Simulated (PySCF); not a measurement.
# How methods differ on the ionisation energy of Se(2+)

Se(2+) [Ar] 3d10 4s2 4p2 (3P) → Se(3+) [Ar] 3d10 4s2 4p1 (2P), as a difference of total energies. Computed with PySCF 2.14 in x2c-TZVPPall, with the spin-free X2C one-electron Hamiltonian (Gaussian nucleus). Correlated levels: valence: [Ar] 3d10 frozen; valence and next inner shell: [Ne] frozen. The calculations carry no spin-orbit coupling.

Question: Order these methods by the ionisation energy they give, lowest first.
A. ROHF
B. LDA
C. MP2 (valence)
D. SCS-MP2 (valence)

Answer: A (30.986 eV), D (31.307 eV), C (31.384 eV), B (31.755 eV).

A first-order spin-orbit estimate (lowest level to lowest level, LS coupling) adds -0.041 eV.

Errors of the correlated levels include the incompleteness of this basis and the frozen core.

For comparison: 31.697 ± 0.019 eV (measured; NIST Atomic Spectra Database, ionization energies).
